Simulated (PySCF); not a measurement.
## Correlation energy of Sr⁺ (strontium, charge +1)

Starting occupation: [Kr] 4d1, 4d5/2 with m_j = +5/2. All numbers are calculated (PySCF 2.14, X2C-1e with screened-nucleus spin-orbit coupling, Gaussian nucleus, in x2c-TZVPall-2c with one added diffuse shell each of s, p, d type (9s10p8d1f, 86 functions)). Frozen: [Ar] 3d10; 9 electrons correlated; the 6 highest virtual spinors left out.

MP2 pair energies summed by pair of shells (mhartree):

```csv
pair,energy,share (%)
4p1/2-4p3/2,-53.84,29.2
4p3/2-4p3/2,-52.13,28.3
4p3/2-4s1/2,-21.59,11.7
4d5/2-4p3/2,-15.44,8.4
4p1/2-4p1/2,-14.66,8.0
4p1/2-4s1/2,-10.91,5.9
4d5/2-4p1/2,-6.77,3.7
4s1/2-4s1/2,-6.59,3.6
4d5/2-4s1/2,-2.21,1.2
```

Total MP2 correlation energy: -184.13 mhartree.

This basis was not built for core-valence correlation, so the inner-shell part is incomplete.
